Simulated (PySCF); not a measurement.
Compound: C6H9O2P.
Numbering: `[CH:1]#[C:2][CH2:3][P@:4](=[O:5])([OH:6])[CH2:7][CH:8]=[CH2:9]` (hydrogens: H10 on C1; H11, H12 on C3; H13 on O6; H14, H15 on C7; H16 on C8; H17, H18 on C9)

The same species was optimised twice, with GFN2-xTB and with PBE0-D3(BJ)/def2-SVP (PySCF), and the same property calculations (PySCF, gas phase) were run on both structures.

```
     coordinate  GFN2-xTB  PBE0-D3(BJ)/def2-SVP  change
      P4–C7 (Å)     1.844                 1.819  -0.025
      P4=O5 (Å)     1.466                 1.486  +0.020
      P4–O6 (Å)     1.616                 1.632  +0.016
      C3–P4 (Å)     1.845                 1.831  -0.014
      C1≡C2 (Å)     1.197                 1.211  +0.014
      C8=C9 (Å)     1.321                 1.334  +0.013
      C2–C3 (Å)     1.441                 1.449  +0.008
      C7–C8 (Å)     1.488                 1.495  +0.007
   C2–C3–P4 (°)     108.5                 112.6    +4.1
   P4–C7–C8 (°)     106.4                 109.7    +3.3
   O5–P4–O6 (°)     111.5                 114.3    +2.8
   C3–P4–O6 (°)     101.8                  99.2    -2.6
   O5–P4–C7 (°)     115.6                 114.2    -1.4
   C3–P4–C7 (°)     106.0                 106.7    +0.7
   C7–C8–C9 (°)     124.2                 124.6    +0.4
   O6–P4–C7 (°)     104.2                 104.6    +0.4
C2–C3–P4–O5 (°)       -73                   -70      +3
C3–P4–C7–C8 (°)       178                  -179      +3
P4–C7–C8–C9 (°)      -110                  -110       0
```

Rotational constants: A = 2196, B = 953.1, C = 810.6 MHz (GFN2-xTB) against A = 2178, B = 912.3, C = 784.2 MHz (PBE0-D3(BJ)/def2-SVP). Point groups within 0.08 Å: C1 and C1. Atoms that the bonding makes alike are paired by their places after alignment.

On the GFN2-xTB structure: HOMO (eV) -7.41 [PBE0/pcSseg-1]; LUMO (eV) -0.04 [PBE0/pcSseg-1]; dipole (D) 2.43 [PBE0/pcSseg-1]; GIAO shielding of C1 (ppm) 107.5 [PBE0/pcSseg-1]; GIAO shielding of C2 (ppm) 106.0 [PBE0/pcSseg-1]; GIAO shielding of C3 (ppm) 160.9 [PBE0/pcSseg-1]; GIAO shielding of P4 (ppm) 286.3 [PBE0/pcSseg-1]; GIAO shielding of O5 (ppm) 184.0 [PBE0/pcSseg-1]; GIAO shielding of O6 (ppm) 226.8 [PBE0/pcSseg-1]; GIAO shielding of C7 (ppm) 146.3 [PBE0/pcSseg-1]; GIAO shielding of C8 (ppm) 49.4 [PBE0/pcSseg-1].

**Question.** What do these properties become on the PBE0-D3(BJ)/def2-SVP structure?

**Answer.** 
| property | level | on GFN2-xTB | on PBE0-D3(BJ)/def2-SVP | change |
| --- | --- | --- | --- | --- |
| HOMO (eV) | PBE0/pcSseg-1 | -7.41 | -7.42 | -0.01 |
| LUMO (eV) | PBE0/pcSseg-1 | -0.04 | -0.14 | -0.10 |
| dipole (D) | PBE0/pcSseg-1 | 2.43 | 2.61 | +0.18 |
| energy, GFN2-xTB geometry as zero (kcal/mol) | PBE0/pcSseg-1 | 0.0 | -2.0 | -2.0 |
| GIAO shielding of C1 (ppm) | PBE0/pcSseg-1 | 107.5 | 105.9 | -1.6 |
| GIAO shielding of C2 (ppm) | PBE0/pcSseg-1 | 106.0 | 106.3 | +0.3 |
| GIAO shielding of C3 (ppm) | PBE0/pcSseg-1 | 160.9 | 160.3 | -0.6 |
| GIAO shielding of P4 (ppm) | PBE0/pcSseg-1 | 286.3 | 280.7 | -5.6 |
| GIAO shielding of O5 (ppm) | PBE0/pcSseg-1 | 184.0 | 173.8 | -10.2 |
| GIAO shielding of O6 (ppm) | PBE0/pcSseg-1 | 226.8 | 224.5 | -2.3 |
| GIAO shielding of C7 (ppm) | PBE0/pcSseg-1 | 146.3 | 146.3 | 0.0 |
| GIAO shielding of C8 (ppm) | PBE0/pcSseg-1 | 49.4 | 46.5 | -2.9 |

The heavy atoms differ by 0.072 Å rms after alignment. Among bonds between heavy atoms P4–C7 changes most (-0.025 Å). Changes are differences of the printed values. Neither structure is proved a minimum here.

The values belong to the conformer `[CH:1]#[C:2][CH2:3][P@:4](=[O:5])([OH:6])[CH2:7][CH:8]=[CH2:9]`: C2–C3–P4–O5 -70°, C3–P4–C7–C8 -179°, P4–C7–C8–C9 -110°, H–O6–P4–C3 145°.
